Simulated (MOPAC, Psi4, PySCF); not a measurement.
Internal rotation in CH6GeO2Si, SMILES O=C(O)[SiH2][GeH3]. Scanned: dihedral O1–C2–Si4–Ge5; all other coordinates were relaxed at GFN2-xTB. Points at φ and −φ are mirror images.

Atom numbering (GFN2-xTB optimised geometry, Å):
```
11

O      2.7310    -0.4094     0.4269
C      1.5826    -0.2590     0.1053
O      1.1719    -0.4039    -1.1671
Si     0.0785     0.1996     1.2044
Ge    -1.6084     0.2071    -0.4029
H      1.9039    -0.6371    -1.7635
H     -0.0305    -0.8220     2.2469
H      0.3724     1.4896     1.8306
H     -1.8068    -1.0958    -1.1113
H     -2.9744     0.5289     0.1352
H     -1.4202     1.2020    -1.5046
```

- wB97X-D/def2-TZVP // GFN2-xTB (Psi4)
- PM7, restricted, heats of formation // GFN2-xTB (MOPAC)
- RKS-B3LYP/3-21G = restricted B3LYP/3-21G // GFN2-xTB run with PySCF 2.14.0
- AM1, restricted, heats of formation // GFN2-xTB (MOPAC)
- PBE/def2-TZVP // GFN2-xTB (Psi4)
- MP2/cc-pVTZ = DF-MP2 (frozen core)/cc-pVTZ // GFN2-xTB (Psi4)

Energies in kJ/mol, each method relative to its own lowest point.

```
φ / °  wB97X-D/def2-TZVP  PM7  RKS-B3LYP/3-21G   AM1  PBE/def2-TZVP  MP2/cc-pVTZ
-----  -----------------  ---  ---------------  ----  -------------  -----------
-165                10.1  2.5              1.4  13.9           10.9          7.6
-150                 8.6  2.8              0.6  12.6            9.3          6.1
-135                 6.2  2.7              0.0   9.7            6.8          4.0
-120                 3.1  1.6              0.6   5.1            3.6          1.7
-105                 0.7  0.3              2.4   1.2            1.0          0.2
-90                  0.0  0.0              3.8   0.0            0.0          0.0
-75                  0.1  0.2              4.3   0.5            0.0          0.2
-60                  0.7  1.1              4.5   2.3            0.8          0.8
-45                  2.0  2.5              4.9   5.3            2.4          1.8
-30                  3.5  4.3              4.7   9.0            4.1          2.8
-15                  4.7  8.4              2.1  18.0            6.0          2.8
0                    5.3  9.1              2.3  19.7            6.8          3.4
15                   4.7  8.4              2.1  18.0            6.0          2.8
30                   3.5  4.3              4.7   9.0            4.1          2.8
45                   2.0  2.5              4.9   5.3            2.4          1.8
60                   0.7  1.1              4.5   2.3            0.8          0.8
75                   0.1  0.2              4.3   0.5            0.0          0.2
90                   0.0  0.0              3.8   0.0            0.0          0.0
105                  0.7  0.3              2.4   1.2            1.0          0.2
120                  3.1  1.6              0.6   5.1            3.6          1.7
135                  6.2  2.7              0.0   9.7            6.8          4.0
150                  8.6  2.8              0.6  12.6            9.3          6.1
165                 10.1  2.5              1.4  13.9           10.9          7.6
180                 10.6  2.3              1.8  14.4           11.5          8.1
```

Root-mean-square difference from the MP2/cc-pVTZ profile, itself a level with limits, after the best constant shift (kJ/mol): wB97X-D/def2-TZVP 1.0, PM7 3.0, RKS-B3LYP/3-21G 3.8, AM1 4.6, PBE/def2-TZVP 1.4.
